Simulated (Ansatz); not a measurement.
System: sum formula Si2H3Cl2 (charge 0, doublet). It need not be the lowest isomer of its formula. 
Coordinates optimised at B3LYP-D3(BJ)/def2-TZVP (Ansatz, an electronic-structure program):
```xyz
7

Si    -2.1312    -0.1421     0.0656
Si     0.1286     0.0627    -0.5894
Cl     1.1597    -1.6247     0.0447
Cl     0.9461     1.7222     0.3542
H     -2.2269    -0.2843     1.5373
H     -2.8450     1.0748    -0.3812
H     -2.6910    -1.3371    -0.6042
```
Charge 0, spin multiplicity 2.

Basis-set convergence of Hartree-Fock and CCSD correlation energies (hartree) with Ansatz. Correlated levels leave the core frozen unless marked. Open shells are spin-unrestricted. Spin-orbit coupling is left out. Non-relativistic.

| basis | functions | E(HF) | E(corr, CCSD) |
|---|---|---|---|
| cc-pV(D+d)Z | 107 | -1498.69608 | -0.50782 |
| cc-pV(T+d)Z | 198 | -1498.75447 | -0.65803 |
| cc-pV(Q+d)Z | 346 | -1498.76818 | -0.70948 |
| cc-pV(5+d)Z | 565 | -1498.77059 | -0.72640 |

Extrapolating the two largest sets (X = 4 and 5) as X^-3: E(corr) = (125·(-0.72640) - 64·(-0.70948))/61 = -0.7442 Eh, an estimate of the basis-set limit. The largest set recovers 97.6 % of it, the smallest 68.2 %.
